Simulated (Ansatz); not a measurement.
Calculated with Ansatz (gas phase, PBE0-D4/def2-TZVP geometries, no zero-point term in ΔE). CCSD(T)/CBS is the MP2 limit (def2-TZVPP, def2-QZVPP) plus CCSD(T) − MP2 in def2-TZVPP, frozen cores. This one scheme is used for every species, atoms too. Functionals use def2-TZVPP. No spin–orbit coupling; open shells (•) take unrestricted orbitals. Spin–orbit coupling would lower the free atoms: a little for B, C, O. Each species was taken in one conformer, which may not be the lowest.

Reaction (atomization): `CN(C)[B]O`• → B• + 2 C• + 7 H• + N• + O•

| level | ΔE (kcal/mol) |
| --- | --- |
| r2SCANh-D4 | 1108.1 |
| HF/def2-SVP | 821.8 |

Q: What does CCSD(T)/CBS give? (Best estimate.)

A: Ansatz gave: +1105.2 kcal/mol. The listed levels differ from it by 2.9, -283.4 kcal/mol.

Largest T1 diagnostic among the species: 0.014.

Leaving LDA and LC-ωPBE aside and taking each functional with its dispersion term where it has one, the values, not all of them listed here, spread over 60.4 kcal/mol, from BHLYP-D4 to PBE-D4. LDA lies +144.7 kcal/mol from PBE without D4, its usual overbinding. From r2SCAN to r2SCAN0 (25 % exact exchange), in def2-TZVPP and without D4, ΔE moves by −17.4 kcal/mol: exact exchange takes away binding that semilocal exchange gives to molecules.

For atomizations the MP2-based limit and the directly extrapolated one differ by several kJ/mol either way, and by 10 to 25 for some Ge, Se and Sn compounds, so smaller differences from it don't rank the levels.
